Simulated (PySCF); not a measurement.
# SMILES ClC1=C/C=C\C=C/C=C\1, C$_{8}$H$_{7}$Cl

Geometry (Å), atoms numbered from 1 in this order:
```xyz
16

Cl    3.564    0.305    1.551
C     2.119    0.080    0.595
C     1.618   -1.155    0.450
C     0.460   -1.515   -0.374
C    -0.776   -0.996   -0.302
C    -1.249    0.051    0.611
C    -0.729    1.278    0.778
C     0.422    1.846    0.070
C     1.654    1.328   -0.026
H     2.160   -1.979    0.926
H     0.618   -2.355   -1.061
H    -1.548   -1.447   -0.938
H    -2.174   -0.183    1.152
H    -1.261    1.968    1.444
H     0.258    2.832   -0.382
H     2.431    1.903   -0.543
```

Theory: quadratic response CAM-B3LYP/aug-cc-pVDZ first hyperpolarisability, Taylor convention, gas phase (PySCF). Geometry: PBE0-D3(BJ)/def2-SVP.

(1) Give the tensor of the second harmonic β(−2ω;ω,ω) at 1064 nm in the axes of these coordinates.

Results:

(1) In au, Taylor convention; rows are the first index (the induced dipole):
|  | xx | yy | zz | xy | xz | yz |
| --- | --- | --- | --- | --- | --- | --- |
| x | +108.5 | +14.3 | +50.8 | +29.3 | +28.8 | +45.3 |
| y | +32.0 | +0.5 | +12.2 | +16.3 | +45.8 | +40.8 |
| z | +30.0 | +38.6 | +78.4 | +42.8 | +49.0 | +10.9 |

Norm of βᵢ = ⅓ Σⱼ (βᵢⱼⱼ + βⱼᵢⱼ + βⱼⱼᵢ): 231.9 au, hyper-Rayleigh value 93.4 au.
